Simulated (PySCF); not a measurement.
Geometry:
| atom | x (Å) | y (Å) | z (Å) |
| --- | --- | --- | --- |
| F1 | -0.206 | -0.497 | -1.942 |
| C2 | -0.505 | -0.868 | -0.659 |
| F3 | -1.218 | -2.028 | -0.800 |
| C4 | -1.365 | 0.199 | 0.003 |
| C5 | -0.499 | 1.433 | 0.282 |
| O6 | 0.633 | 1.111 | 1.052 |
| C7 | 1.480 | 0.205 | 0.387 |
| C8 | 0.778 | -1.131 | 0.117 |
| H9 | -1.750 | -0.210 | 0.938 |
| H10 | -2.199 | 0.455 | -0.651 |
| H11 | -1.059 | 2.170 | 0.860 |
| H12 | -0.189 | 1.883 | -0.673 |
| H13 | 1.819 | 0.636 | -0.567 |
| H14 | 2.341 | 0.059 | 1.041 |
| H15 | 0.509 | -1.612 | 1.058 |
| H16 | 1.423 | -1.796 | -0.457 |

Geometry: GFN2-xTB; GIAO shifts from PySCF, gas phase, non-relativistic, averaged over equivalent atoms.

At HSE06/cc-pVDZ (152 basis functions, 30 s wall time on 1 thread of an Arm Neoverse V2, shared host):
```json
{"atoms": "F1/F3", "δ (ppm)": "-114.0"}
{"atoms": "C2", "δ (ppm)": "123.9"}
{"atoms": "C5/C7", "δ (ppm)": "66.0"}
{"atoms": "C4/C8", "δ (ppm)": "39.1"}
{"atoms": "O6", "δ (ppm)": "47.8"}
{"atoms": "H11/H12/H13/H14", "δ (ppm)": "3.80"}
{"atoms": "H9/H10/H15/H16", "δ (ppm)": "1.73"}
```

δ = σ(ref) − σ, references computed at the same level: 19F (σref 193.22) vs CFCl3; 13C (σref 198.63) and 1H (σref 31.75) vs TMS; H2O for 17O (σref 344.77).

What do these become at PBE/pcSseg-1?

Answers


| atoms | δ at PBE/pcSseg-1 | change |
| --- | --- | --- |
| F1/F3 | -133.9 | -19.9 |
| C2 | 131.7 | +7.8 |
| C5/C7 | 72.2 | +6.2 |
| C4/C8 | 41.3 | +2.2 |
| O6 | 65.8 | +18.0 |
| H11/H12/H13/H14 | 4.06 | +0.26 |
| H9/H10/H15/H16 | 1.90 | +0.17 |

Shifts are taken against calculated references (same method and geometry level): 19F (137.73 ppm) against CFCl3; TMS for 13C (182.62 ppm) and 1H (31.64 ppm); H2O for 17O (336.32 ppm).

The largest change is at F1/F3 (fluorine of a CF2 group). Cost: 176 basis functions, 28 s wall time on 1 thread of an Arm Neoverse V2, shared host. The order of the carbon signals is the same at both levels.

Unscaled 19F shifts against computed CFCl3 carry errors that often reach 10 to 50 ppm. Experimental scales use liquid or dissolved standards, which lie at an offset from isolated H2O (liquid H2O: subtract about 36 ppm).
